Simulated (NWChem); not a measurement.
System: C2H3ClF2; SMILES CC(F)(F)Cl

All runs: NWChem. Pople sets run with spherical d functions. Each level has its own optimisation. Entropies are gas-phase, rigid-rotor, harmonic values for NWChem's default masses at 298.15 K and 1 bar, so the errors hold that model's part too (torsions, anharmonicity).

Measured entropy at 1 bar: 73.4 cal/(mol K) (CRC Handbook, as tabulated in the package chemicals).

```tsv
level	entropy at 1 bar (cal/(mol K))	computed − measured
Hartree-Fock/3-21G	73.2	-0.2
Hartree-Fock/6-31G*	72.3	-1.1
B3LYP/6-31G*	73.4	0.0
LDA (Slater exchange, VWN5)/def2-SVP	___	___
PBE/def2-SVP	73.7	+0.3
PBE0/def2-SVP	___	___
```

Q: Some entries are withheld; supply them.

A: 
- LDA (Slater exchange, VWN5)/def2-SVP, entropy at 1 bar (cal/(mol K)): 73.4
- LDA (Slater exchange, VWN5)/def2-SVP, computed − measured: 0.0
- PBE0/def2-SVP, entropy at 1 bar (cal/(mol K)): 73.1
- PBE0/def2-SVP, computed − measured: -0.3
